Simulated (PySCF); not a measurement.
These 2 structures share the formula C2H9NO2Si2. Method: PBE0-D3(BJ)/def2-SVP geometry optimisation, gas phase (PySCF). Energies are electronic, without zero-point or thermal terms, for one conformer each. No frequencies were run at this level. Point groups hold within 0.08 Å.

Question: Rank from lowest to highest electronic energy at this level (kJ/mol).
A. `[CH3:1][O:2][C:3](=[O:4])[SiH2:5][SiH2:6][NH2:7]` with C1–O2–C3–O4 0°, O2–C3–Si5–Si6 -101°, C3–Si5–Si6–N7 -170°, Si5–Si6–N7–H -165° and 56°
B. `[CH3:1][C:2](=[O:3])[NH:4][SiH2:5][O:6][SiH3:7]` with C1–C2–N4–Si5 -179°, C2–N4–Si5–O6 179°, N4–Si5–O6–Si7 172°

Answer: B (0.0), A (261.4).

As drawn, the lower has a C(=O)–N unit and an Si–O bond, which the higher lacks; the higher has a C(=O)–O unit, an Si–Si bond and an Si–C bond, which the lower lacks.

```tsv
SMILES	E (Eh)	E rel (kJ/mol)	dipole (D)	point group	A, B, C (MHz)
CC(=O)N[SiH2]O[SiH3]	-864.98273	0.0	3.13	near Cs	6506, 668.8, 617.9
COC(=O)[SiH2][SiH2]N	-864.88315	261.4	1.50	C1	4174, 731.0, 720.3
```

How do the relative energies change in single points at PBE0/pcSseg-1 (no added dispersion term) on the same geometries?

| SMILES | PBE0-D3(BJ)/def2-SVP (kJ/mol) | PBE0/pcSseg-1 (kJ/mol) | shift |
| --- | --- | --- | --- |
| CC(=O)N[SiH2]O[SiH3] | 0.0 | 0.0 | 0.0 |
| COC(=O)[SiH2][SiH2]N | 261.4 | 255.7 | -5.7 |

Each column counts from its own lowest isomer. The order is unchanged; the largest shift is 5.7 kJ/mol.
